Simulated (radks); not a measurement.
Results of a calculation; reference values are marked as such.
Fractional charge and spin in the 5s shell of lutetium: the spin-up occupation runs from 0 to 1 and the spin-down occupation from 0 to 1; the fullest corner is Lu3+, [Kr] 4d10 4f14 5p6 5s(up 1, down 1). Level of theory: scalar-relativistic Kohn-Sham, r2SCAN, spin-polarised, spherical densities, finite nucleus; meta-GGA in the generalised Kohn-Sham scheme; Fermi nuclear charge, rms radius of each element as measured or else 0.836 A^(1/3) + 0.57 fm (a radial shooting solver on a logarithmic mesh with Libxc functionals). Energy (eV) minus the two flat planes that join the four corners (they meet along the diagonal where the two added fractions sum to one electron); zero is where a piecewise linear energy would lie.

down \ up       0    0.25     0.5    0.75       1
0           0.000  -1.540  -2.052  -1.538   0.000
0.25       -1.540  -1.917  -1.277   0.379  -1.473
0.5        -2.052  -1.277   0.505  -1.229  -1.961
0.75       -1.538   0.379  -1.229  -1.843  -1.469
1           0.000  -1.473  -1.961  -1.469   0.000

Corners above the fullest one (they belong to Lu4+ and the next ion): (up 1, down 0) 97.046 eV, (up 0, down 1) 97.046 eV, (up 0, down 0) 212.17 eV. With half an added electron in each spin the energy lies 0.505 eV from the planes, and with half an added electron in spin up alone -2.052 eV. The planes are only a guide here: the flat-plane condition holds for ground states with one frontier orbital, while this shell lies below other occupied shells, so the corners above the fullest one are inner-hole states and not the ground states of those ions.
